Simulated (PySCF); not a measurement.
UHF on Ga (gallium, neutral)

Configuration: [Ar] 3d10 4s2 4p1, 2P determinant. Computed with PySCF 2.14 in aug-cc-pVDZ-PP with ECP10MDF, with a scalar-relativistic core potential.

- Total energy: -258.291230 hartree
- One-electron energy: -463.1840 hartree
- Hartree (Coulomb) energy: 226.6387 hartree
- Exchange energy: -21.7459 hartree
- ⟨S²⟩: 0.7620
- ⟨L²⟩: 2.036
- Sum of ⟨r⟩: 21.65 bohr
- Sum of ⟨r²⟩: 40.10 bohr²
- Traceless quadrupole moment −½Σ⟨3z² − r²⟩ along its main axis: -5.71 e·bohr²
- Time after the integrals: 0.07 s of wall time on 1 thread of Intel(R) Xeon(R) 6975P-C (shared host)

```tsv
shell	electrons	mean orbital energy (eV)	spread (eV)	rms radius, mean of both spins (bohr)
3s α	1	-179.46	0	0.701
3s β	1	-179.42	0	0.701
3p α	3	-124.53	0.049	0.739
3p β	3	-124.47	0.292	0.739
3d α	5	-31.788	0.201	0.894
3d β	5	-31.742	0.318	0.894
4s α	1	-12.678	0	2.65
4s β	1	-11.032	0	2.65
4p α	1	-5.801	0	3.72
```

Energies and moments cover only the electrons outside the core potential.
